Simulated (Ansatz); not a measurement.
`[OH][Nb]([F])([F])([F])[Cl]`, one more setting.

```yaml
crystal:
  periodic: [false, false, false]
  atoms:
    - {symbol: O, position_ang: [0.175270, -1.290579, -0.808309]}
    - {symbol: Nb, position_ang: [-0.132038, 0.370144, 0.306372]}
    - {symbol: F, position_ang: [1.189324, -0.310913, 1.838959]}
    - {symbol: F, position_ang: [-1.983142, -0.402514, 0.166257]}
    - {symbol: F, position_ang: [0.704606, 1.291369, -1.079541]}
    - {symbol: Cl, position_ang: [-0.766789, 2.392426, 1.100598]}
    - {symbol: H, position_ang: [0.287876, -2.178534, -1.281136]}
basis:
  gaussian: {orbitals: STO-3G, final_grid: {core_spheres: 8, valence_spheres: 7, degree: 23}}
total_charge: -1
magnetization: {spin_polarized: true, initial_magnetization: 1}
hamiltonian: {xc: {name: B97}}
```

```sh
$ ansatz run in.yaml --threads 4 --pin off --events-out ev --progress --plain --max-ram 10444MiB
```

Output, abridged:

```
Functional definition: B97
740 factors; integrals over basis functions are off by at most 1.4e-4 eV
mean field evaluation 1: about -123614.7286 eV, gradient 1.7e1 eV
mean field evaluation 2: about -123579.8175 eV, gradient 8.9e1 eV
mean field evaluation 4: about -123616.7686 eV, gradient 4.7e0 eV
mean field evaluation 8: about -123616.8783 eV, gradient 2.7e-1 eV
mean field evaluation 16: about -123616.8796 eV, gradient 8.3e-3 eV
mean field -123616.87969280 eV, -4542.8365381800 hartree, gradient 1.2e-5 eV, S^2 0.753212; 6 other end points of the search recorded, 0 dependent functions left out
reference -123616.87970641 eV, -4542.8365386800 hartree; 48, 47 occupied and 9, 10 virtual orbitals, 740 factors
Total energy: -123616.87970641 eV, -4542.8365386800 hartree
```

Run time 2.3 s (4 threads of an AMD EPYC 7B13 on a shared host); peak host memory 0.45 GiB.
